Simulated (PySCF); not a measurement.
Tl⁺: excitation energy

Tl⁺ [Xe] 4f14 5d10 6s2 (1S) → Tl⁺ [Xe] 4f14 5d9 6s2 6p1 (high-spin determinant), as a difference of total energies. Computed with PySCF 2.14 in aug-cc-pVTZ-PP with ECP60MDF, with scalar relativity through the core potential. The calculations carry no spin-orbit coupling.

```
 method  excitation energy (cm⁻¹)
    UHF                    118230
    LDA                    124540
    PBE                    123850
   PBE0                    123660
 r2SCAN                    124510
r2SCAN0                    123970
wB97M-V                    122820
LC-wPBE                    120780
   PW91                    123860
```

The determinant of the upper state mixes LS terms, which raises its energy above the lowest term, most at the Hartree-Fock and MP2 levels.
